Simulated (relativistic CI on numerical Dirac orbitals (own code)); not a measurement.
**Electric-dipole transitions in Zr³³⁺**

These numbers are calculated, not measured: Dirac-Coulomb-Breit CI, orbitals from a KLI potential per configuration, model QED, unscaled Slater integrals (own radial code, finite nucleus).

CI space (outside the closed core 1s2): 2s2 2p3, 2s 2p4, 2p5, 2p4 3s, 2p4 3p, 2p4 3d, 2s2 2p2 3s, 2s2 2p2 3p, 2s2 2p2 3d, 2s 2p3 3s, 2s 2p3 3p, 2s 2p3 3d, 2s2 2p2 4s, 2s2 2p2 4p, 2s2 2p2 4d, 2s2 2p2 4f. Levels of other configurations are missing.

```tsv
λ vac (Å)	Lower	Upper	A (s⁻¹)	log gf	S velocity/length
4.7439	2s2 2p3 2D°_3/2 [2]	2s2 2p2 3d 2D_5/2 [80]	4.94e+13	0.00	0.99
4.7446	2s2 2p3 2D°_3/2 [2]	2s2 2p2 3d 2D_3/2 [78]	7.79e+13	0.02	0.98
4.7462	2s2 2p3 2P°_1/2 [4]	2s2 2p2 3d 2D_3/2 [101]	9.09e+13	0.09	0.99
4.7510	2s2 2p3 2P°_3/2 [1]	2s2 2p2 3d 4P_1/2 [51]	1.38e+14	-0.03	0.97
4.7555	2s2 2p3 2P°_3/2 [1]	2s2 2p2 3d 4P_3/2 [50]	1.17e+14	0.20	0.98
4.7580	2s2 2p3 2P°_3/2 [1]	2s2 2p2 3d 4D_5/2 [49]	6.94e+13	0.15	0.99
4.7638	2s2 2p3 2D°_5/2 [3]	2s2 2p2 3d 2F_7/2 [82]	1.30e+14	0.55	1.00
4.7715	2s2 2p3 2D°_5/2 [3]	2s2 2p2 3d 2D_5/2 [80]	5.96e+13	0.09	0.98
4.7718	2s 2p4 4P_3/2 [8]	2s 2p3 3d 4D°_5/2 [181]	9.99e+13	0.31	0.99
4.7738	2s2 2p3 2P°_3/2 [1]	2s2 2p2 3d 2F_5/2 [46]	5.00e+13	0.01	0.98
4.7748	2s 2p4 4P_5/2 [6]	2s 2p3 3d 4P°_3/2 [158]	1.37e+14	0.27	0.97
4.7801	2s 2p4 4P_5/2 [6]	2s 2p3 3d 4D°_5/2 [157]	1.15e+14	0.37	0.98
4.7867	2s 2p4 4P_5/2 [6]	2s 2p3 3d 4D°_7/2 [155]	1.04e+14	0.46	0.99
4.8666	2s 2p4 4P_3/2 [9]	2s 2p3 3d 2F°_5/2 [188]	6.63e+13	0.15	0.99
4.8886	2s2 2p3 2D°_3/2 [2]	2s2 2p2 3d 2D_5/2 [52]	1.10e+14	0.37	0.99
4.8900	2s2 2p3 2P°_3/2 [5]	2s2 2p2 3d 2D_5/2 [102]	1.16e+14	0.40	0.99
4.9103	2s 2p4 2D_5/2 [10]	2s 2p3 3d 4D°_7/2 [185]	5.30e+13	0.19	1.00
4.9132	2s2 2p3 2D°_5/2 [3]	2s2 2p2 3d 2F_7/2 [54]	1.40e+14	0.61	1.00
4.9190	2s2 2p3 2P°_3/2 [5]	2s2 2p2 3d 2D_5/2 [94]	1.07e+14	0.37	0.99
4.9191	2s 2p4 2D_5/2 [10]	2s 2p3 3d 2F°_7/2 [180]	4.77e+13	0.14	0.99
4.9205	2s2 2p3 2D°_3/2 [2]	2s2 2p2 3d 4D_3/2 [47]	5.06e+13	-0.13	0.97
4.9221	2s2 2p3 2D°_3/2 [2]	2s2 2p2 3d 2F_5/2 [46]	4.11e+13	-0.05	0.99
4.9264	2s2 2p3 2P°_3/2 [1]	2s2 2p2 3d 2D_5/2 [26]	7.41e+13	0.21	0.99
4.9342	2s 2p4 2P_1/2 [11]	2s 2p3 3d 2D°_3/2 [193]	1.36e+14	0.30	0.98
4.9483	2s 2p4 2P_3/2 [12]	2s 2p3 3d 2D°_5/2 [195]	1.39e+14	0.49	0.99
4.9488	2s 2p4 4P_5/2 [6]	2s 2p3 3d 4D°_7/2 [104]	1.06e+14	0.49	1.00
4.9496	2s2 2p3 2P°_1/2 [4]	2s2 2p2 3d 2D_3/2 [55]	9.14e+13	0.13	0.99
4.9580	2s 2p4 4P_3/2 [8]	2s 2p3 3d 4F°_5/2 [124]	1.06e+14	0.37	0.99
4.9767	2s 2p4 2D_5/2 [10]	2s 2p3 3d 2D°_5/2 [164]	6.95e+13	0.19	0.97
4.9799	2s 2p4 2D_5/2 [10]	2s 2p3 3d 2F°_7/2 [163]	5.86e+13	0.24	1.00
```

Terms are leading LS components. Brackets give the number of a level in order of energy, since labels repeat. The list gives strong lines, with weight on those to low levels, among the lowest 200 of 359 levels, so that lines to higher ones, which can be the strongest, are missing. Levels whose partners in the same complex of configurations lie outside the list can be far off, and so can their lines. Rates are taken at the computed energies, electric ones in the length gauge. A velocity-to-length ratio far from 1 marks an uncertain rate.

At this charge energies of transitions that change n are usually good to better than 1 %, and those within a shell (Δn = 0) to a few per cent.

LS names give the leading component of a level, which can be under half, so a name can repeat, a term be missing and a line seem to break the LS rules.
